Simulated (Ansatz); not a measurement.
Two shapes of doublet CrMnO.

Shape 1:

```xyz
3

Cr    0.0000    0.0000   -2.3400
O     0.0000    0.0000    0.0000
Mn    0.0000    0.0000    2.3400
```

Shape 2:

```xyz
3

Cr    0.0000    0.0000   -4.5000
O     0.0000    0.0000    0.0000
Mn    0.0000    0.0000    4.5000
```

Basis set: pcseg-2 (spherical functions). Some runs use density fitting. Charge 0, multiplicity 2.

Computed with Ansatz (development build ahead of 0.2.0); each method stands on the lowest determinant of its kind that the runs found.

(1) Which shape is lower in energy, and by how much in each method?

Results:

(1)

```json
{"method": "PBE (unrestricted)", "E(2) − E(1) (eV)": "4.159"}
{"method": "PBE0 (unrestricted)", "E(2) − E(1) (eV)": "3.438"}
```

Shape 1 is lower. Caution: another spin multiplicity may lie lower; the unrestricted determinant is a mixture of spin states; charge can spread falsely over distant fragments.
